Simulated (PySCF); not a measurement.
SMILES [SeH][Mg][F] at its B3LYP/def2-SVP optimised geometry (Å):

```
4

Mg     0.3315    -0.7255     0.0000
F      2.0910    -0.7542     0.0006
Se    -2.0910    -0.7255     0.0000
H     -2.0879     0.7542     0.0000
```

Method: PySCF with B3LYP/def2-TZVP. Cells within 0.4 Å of a nucleus heavier than hydrogen are left out (blank, or x).

Map of the electron localisation function on the plane z = 0.0 Å:

```
|00000000000000000000000000000|
|00000000000000000000000000000|
|00000000000000000000000000000|
|00000000000000000000000000000|
|00000000000000000000000000000|
|00000000000000000000000000000|
|00000000000000000000000000000|
|00000023310000000000000000000|
|00000488873000000000000000000|
|00003899996100000000000000000|
|00004899997200000000000000000|
|00014899997311100000000000000|
|00013799996333000022222100000|
|00124689985441000034554210000|
|01245652245650021046776520000|
|02467515515730787048888631000|
|0367843xx34821xxx148xx8741000|
|1368862xx258318xx158xx8741000|
|03688831127850474057888631000|
|02578875567761000046676420000|
|01356776555552000134443210000|
|00124444332232000011111100000|
|00001121110011000000000000000|
|00000000000000000000000000000|
|00000000000000000000000000000|
|00000000000000000000000000000|
|00000000000000000000000000000|
|00000000000000000000000000000|
|00000000000000000000000000000|
```
Scale: ten equal steps from 0.000 (start of '0') to 0.999 (end of '9'), in the order '0123456789'; x runs from -4.50 to 4.50, y from -4.50 (bottom) to 4.50 (top).
